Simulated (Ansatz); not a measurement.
Program: Ansatz. Geometries: PBE0-D4/def2-TZVP. ΔE: electronic, gas phase. CCSD(T)/CBS is the MP2 limit (def2-TZVPP, def2-QZVPP) plus CCSD(T) − MP2 in def2-TZVPP, frozen cores. Functionals use def2-TZVPP. Elements past krypton have def2 core potentials. For Ge, Sb outer-core shells are correlated without core-valence functions, which leaves a few kJ/mol of doubt a bond. Scalar relativity is left out up to krypton. Each species was taken in one conformer, which may not be the lowest.

`C[CH2][GeH2][NH2]` + `[SiH3][CH2][SbH2]` → `C[CH2][GeH3]` + `N[CH]([SiH3])[SbH2]`  (redistribution)

`C[CH2][GeH2][NH2]`:

Cartesian coordinates in Å:
```
C -1.184 1.029 -0.569
C -1.041 -0.389 -0.037
Ge 0.660 -0.684 0.902
N 2.155 -0.314 -0.115
H -0.379 1.275 -1.268
H -1.151 1.766 0.238
H -2.129 1.171 -1.101
H -1.104 -1.118 -0.851
H -1.852 -0.629 0.658
H 0.744 0.255 2.122
H 0.781 -2.156 1.337
H 2.240 -0.868 -0.956
H 2.260 0.661 -0.361
```

`[SiH3][CH2][SbH2]`:

Z-matrix (Å, degrees):
```
Si
C 1 1.865
H 1 1.487 2 110.0
H 1 1.491 2 111.6 3 120.1
H 1 1.487 2 110.0 3 -119.8
Sb 2 2.170 1 114.3 3 59.9
H 2 1.093 1 111.1 3 -179.7
H 2 1.093 1 111.1 3 -60.5
H 6 1.712 2 94.1 1 -45.4
H 6 1.712 2 94.1 1 45.8
```

`C[CH2][GeH3]`:

Cartesian coordinates in Å:
```
C -1.353 0.020 -0.500
C -0.329 0.310 0.589
Ge 1.491 -0.220 0.090
H -1.394 -1.046 -0.738
H -2.358 0.326 -0.195
H -1.117 0.552 -1.425
H -0.586 -0.214 1.513
H -0.310 1.377 0.830
H 1.931 0.534 -1.179
H 1.537 -1.732 -0.206
H 2.488 0.092 1.221
```

`N[CH]([SiH3])[SbH2]`:

```xyz
12

N    -1.484    0.109   -0.237
C    -0.121    0.586   -0.009
Si    1.176   -0.248   -1.092
Sb    0.425    0.426    2.095
H    -1.591   -0.847    0.079
H    -1.719    0.131   -1.224
H    -0.090    1.668   -0.184
H     1.247   -1.695   -0.745
H     2.529    0.354   -0.931
H     0.764   -0.136   -2.521
H    -1.134    0.884    2.623
H    -0.003   -1.232    2.147
```

CCSD(T)/CBS gives +104.4 kJ/mol.

Task: Another level gave +105.8 kJ/mol. Which?
A. MP2/def2-TZVPP
B. r2SCAN/def2-TZVPP
C. HF/def2-TZVPP
D. CCSD(T)/def2-TZVPP

Result: D. CCSD(T)/def2-TZVPP 105.8, HF/def2-TZVPP 115.5, r2SCAN 101.2, MP2/def2-TZVPP 110.0 kJ/mol.

Largest T1 diagnostic among the species: 0.013.

In def2-TZVPP, CCSD(T) changes the Hartree–Fock value by −9.8 kJ/mol (the triples alone add −2.0 kJ/mol) and MP2 by −5.5 kJ/mol. From PBE to PBE0 (25 % exact exchange), in def2-TZVPP and without D4, ΔE moves by +5.9 kJ/mol.

CCSD(T)/CBS has its own doubt, a few kJ/mol and more with outer-core shells, so smaller differences from it don't rank the levels.
